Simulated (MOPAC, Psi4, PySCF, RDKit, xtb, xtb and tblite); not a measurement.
Two geometries of C₇H₅NSe, SMILES c1ccc(c([SeH])c1)C#N, relaxed at GFN2-xTB with one dihedral held; other torsions can differ between them too.

Structure A

```
14

N      3.2744     0.9210     0.0936
C      2.1579     0.6647     0.0646
C      0.7727     0.3746     0.0389
C     -0.1459     1.4247     0.0573
C     -1.5011     1.1562     0.0351
C     -1.9505    -0.1546    -0.0066
C     -1.0448    -1.2025    -0.0254
C      0.3149    -0.9453     0.0074
Se     1.5768    -2.4278    -0.0664
H      0.2175     2.4415     0.0857
H     -2.2090     1.9711     0.0466
H     -3.0095    -0.3634    -0.0284
H     -1.3896    -2.2253    -0.0657
H      1.6766    -2.5538     1.3744
```

Structure B

```
14

N      3.2733     0.8477     0.0927
C      2.1456     0.6380     0.0741
C      0.7586     0.3669     0.0505
C     -0.1615     1.4132     0.0935
C     -1.5151     1.1412     0.0698
C     -1.9557    -0.1732     0.0032
C     -1.0515    -1.2184    -0.0398
C      0.3129    -0.9610    -0.0166
Se     1.6073    -2.3652    -0.0737
H      0.2002     2.4296     0.1451
H     -2.2279     1.9505     0.1032
H     -3.0140    -0.3865    -0.0153
H     -1.4029    -2.2397    -0.0915
H      0.6017    -3.4112    -0.1317
```

### Question
Which is lower in energy at the level B3LYP-D3(BJ)/def2-SVP // GFN2-xTB (Psi4), and by how much?

### Answer
B is lower, by 9.45 kJ/mol (dihedral C3–C8–Se9–H14: 90° in A, 180° in B).

E(B) − E(A) in kJ/mol at the other levels, on the same two geometries: GFN2-xTB (xtb and tblite) -16.10; B3LYP/def2-SVP // GFN2-xTB (Psi4) -8.92; PBE/def2-SVP // GFN2-xTB (Psi4) -12.00; PBE-D3(BJ)/def2-SVP // GFN2-xTB (Psi4) -12.21; UFF // GFN2-xTB (RDKit) 30.65; PM7, restricted, heats of formation // GFN2-xTB (MOPAC) -1.95; PM6, restricted, heats of formation // GFN2-xTB (MOPAC) -6.73; GFN1-xTB // GFN2-xTB (xtb) -20.26; restricted B3LYP/6-31G*, spherical d, density fitting // GFN2-xTB (PySCF) -8.31; restricted Hartree-Fock/6-31G*, spherical d, density fitting // GFN2-xTB (PySCF) -1.74; restricted BP86/6-31G*, spherical d, density fitting // GFN2-xTB (PySCF) -10.36; restricted Hartree-Fock/3-21G, density fitting // GFN2-xTB (PySCF) 0.14.
